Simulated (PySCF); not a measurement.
C4H7FO2, SMILES O[C@@H]1C[C@@H](O)C1F.

The structure is a stationary point at PBE-D3(BJ)/def2-SVP. The structure was generated by enumeration; whether it is a known compound was not checked. One conformer was computed; it need not be the lowest.

Method: PBE-D3(BJ)/def2-SVP in PySCF.

No scaling factor is applied to the harmonic values.

Computed harmonic wavenumbers and intensities:
```tsv
mode	ν (cm⁻¹)	IR (km/mol)	moving atoms (share of kinetic energy)
1	124	5.7	O 46 %, C 22 %, H 21 %, F 12 %
2	215	22.7	F 39 %, O 35 %, H 22 %
3	250	2.6	O 36 %, F 28 %, H 20 %, C 16 %
4	266	107.3	H 83 %, O 14 %
5	334	68.2	H 47 %, C 26 %, O 15 %, F 12 %
6	350	14.6	O 43 %, C 33 %, H 22 %
7	387	35.2	H 51 %, O 27 %, C 18 %
8	469	4.3	H 40 %, C 33 %, O 22 %
9	565	12.1	C 43 %, F 38 %, H 16 %
10	724	13.9	C 60 %, O 21 %, H 15 %
11	795	0.4	H 49 %, C 44 %
12	874	13.9	H 39 %, C 39 %, O 21 %
13	903	2.4	H 50 %, C 45 %
14	942	48.5	C 61 %, H 36 %
15	985	2.0	H 49 %, C 47 %
16	1064	33.2	H 49 %, C 44 %
17	1073	74.6	C 57 %, H 19 %, F 17 %
18	1130	6.9	H 65 %, C 33 %
19	1147	91.4	C 46 %, H 29 %, O 24 %
20	1159	46.4	H 46 %, C 38 %, O 15 %
21	1189	3.8	H 76 %, C 23 %
22	1203	1.8	H 69 %, C 28 %
23	1212	13.3	H 63 %, C 34 %
24	1255	72.4	H 64 %, C 31 %
25	1304	63.3	H 78 %, C 19 %
26	1323	8.1	H 68 %, C 29 %
27	1345	8.3	H 63 %, C 33 %
28	1371	2.9	H 81 %, C 18 %
29	1410	27.5	H 65 %, C 33 %
30	2941	67.8	H 92 %, C 8 %
31	2959	19.2	H 92 %
32	3003	24.6	H 92 %
33	3017	17.1	H 94 %
34	3092	6.8	H 90 %, C 10 %
35	3656	39.6	H 94 %
36	3713	31.4	H 94 %
```
